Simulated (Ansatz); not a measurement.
`[SiH3][O][SbH2]` + HCl → `[SiH3]Cl` + `[OH][SbH2]`  (ligand exchange at the Si–O bond)

Gas-phase electronic energies from Ansatz, PBE0-D4/def2-TZVP geometries. CBS: MP2 limit from def2 TZ/QZ plus the TZ coupled-cluster correction, frozen cores. This one scheme is used for every species. Functionals use def2-TZVPP. def2 core potentials past Kr. For Sb outer-core shells are correlated without core-valence functions, which leaves a few kJ/mol of doubt a bond.

| level | ΔE (eV) |
| --- | --- |
| PBE0-D4 | -0.01 |
| CAM-B3LYP-D4 | 0.11 |
| ωB97X-V | 0.05 |
| r2SCANh | 0.01 |
| BHLYP | 0.08 |
| LC-ωPBE | 0.01 |
| MP2/def2-QZVPP | 0.07 |
| SCS-MP2/def2-QZVPP | 0.09 |

Task: What does CCSD(T)/CBS give? (Best estimate.)

Result: Ansatz gave: +0.07 eV. The listed levels differ from it by -0.08, 0.04, -0.02, -0.06, 0.01, -0.06, 0.00, 0.02 eV.

Task: What do rigid-rotor, harmonic-oscillator terms from PBE0-D4/def2-TZVP frequencies (298.15 K, 1 bar) make of the CCSD(T)/CBS value? (Estimate.)

Result: Computed: ΔZPE = +0.09 eV, ΔH = +0.13 eV, ΔS = -13 J/(mol·K), ΔG = +0.17 eV. Modes under 50 cm⁻¹ make the entropy rough.

Largest T1 diagnostic among the species: 0.014.

From BLYP to BHLYP (50 % exact exchange), in def2-TZVPP and without D4, ΔE moves by +0.08 eV. The D4 term adds +0.05 eV with B3LYP and +0.03 eV with PBE0; it sums over pairs of atoms, weighted by their polarisabilities, and B3LYP, whose exchange is more repulsive, gets the larger term.

B3LYP here is the variant with VWN-RPA as its local correlation; programs differ in this.
